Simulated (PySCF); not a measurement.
## CuOBr: from structure and modes to constants

Level of theory: UPBE0 in PySCF with Cu def2-TZVP, O def2-TZVP, Br def2-TZVP; no relativity; density-fitted integrals.

The triplet minimum has C∞v symmetry. Masses (u): Cu 62.92960, O 15.99492, Br 78.91834.

```xyz
3
charge 0 multiplicity 3, angstrom
Cu    0.0000    0.0000   -0.9212
O     0.0000    0.0000   -2.6313
Br    0.0000    0.0000    1.2679
```

Harmonic wavenumbers (cm⁻¹): 108.1 (π, ×2), 302.3 (σ+, ×1), 694.1 (σ+, ×1).

Question: Find the principal moments of inertia and the rotational constants. What kind of rotor is it?

Answer: About the centre of mass I = 291.02 u Å². With B = 16.8576/I this gives 0.05793 cm⁻¹. The molecule is linear.

Question: Give the standard entropy (298.15 K, 1 bar) by its translational, rotational, vibrational and spin parts, and Cp.

Answer: Sackur–Tetrode with M = 157.84 u gives 172.0; rotation with symmetry number 1 gives 76.3; vibration 34.8; spin R ln 3 = 9.1. The total is 292.3 J/(mol K), and Cp = 7/2 R + 26.8 = 55.9 J/(mol K).

Other isomers or separated fragments may lie lower. Open d and f shells are described by one determinant, and the ground state may have another occupation or spin.
